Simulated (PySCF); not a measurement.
Al(OH)(OMe)(SH) (CH5AlO2S), SMILES C[O][Al]([OH])[SH]. Heavy atoms are numbered as in [Al:1]([OH:2])([O:4][CH3:5])[SH:9]. Hydrogens are named by the atom that carries them.

The structure is a stationary point at r2SCAN-D4/def2-SVP. The structure was generated by enumeration; whether it is a known compound was not checked. Other conformers were not sampled.

Computed with PBE/pcSseg-1 run with PySCF.

GIAO shieldings, no solvent; atoms alike by connectivity are averaged. δ = σ(ref) − σ: ¹⁷O against H2O (σ = 334.3 ppm); ¹H against TMS (σ = 31.49 ppm); ¹³C against TMS (σ = 182.0 ppm); ³³S against H2S (σ = 706.5 ppm), references at their B3LYP-D3(BJ)/def2-TZVP geometries, non-relativistic.

Computed chemical shifts:
| nucleus | atoms | count | δ (ppm) |
|---|---|---|---|
| ¹⁷O | O4 | 1 | 41.2 |
| ¹⁷O | O2 (OH) | 1 | 29.4 |
| ¹H | H on C5 | 3 | 4.31 |
| ¹H | H on O2 | 1 | 1.74 |
| ¹H | H on S9 | 1 | 0.31 |
| ¹³C | C5 (CH3) | 1 | 58.2 |
| ³³S | S9 (SH) | 1 | -91.4 |
